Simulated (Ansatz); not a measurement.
```yaml
crystal:
  periodic: [false, false, false]
  atoms:
    - {symbol: Mo, position_ang: [0.000026, -0.000011, -0.000026]}
    - {symbol: Br, position_ang: [0.010160, -0.015560, 2.394266]}
    - {symbol: Br, position_ang: [2.254061, 0.010396, -0.807644]}
    - {symbol: Br, position_ang: [-1.136567, 1.957516, -0.780576]}
    - {symbol: Br, position_ang: [-1.127689, -1.952351, -0.806030]}
basis:
  gaussian: {orbitals: def2-TZVP, initial_orbitals: start.molden}
magnetization: {spin_polarized: true, initial_magnetization: 2}
hamiltonian: {xc: {name: wB97X-V}}
scf: {omitted_lower_state_checks: [starts]}
output: {forces: true, orbitals: {seedname: orbitals}}
```

The file start.molden holds the orbitals of an earlier run on this structure, at another level or in another basis.

```sh
$ ansatz run in.yaml --threads 4 --pin off --events-out ev --progress --plain --max-ram 4787MiB
```

(1) Does this run fit into the memory that it is given?

Answers

(1) No. It has 232 basis functions, and Ansatz plans for 5.11 GiB where 4.67 GiB are given.
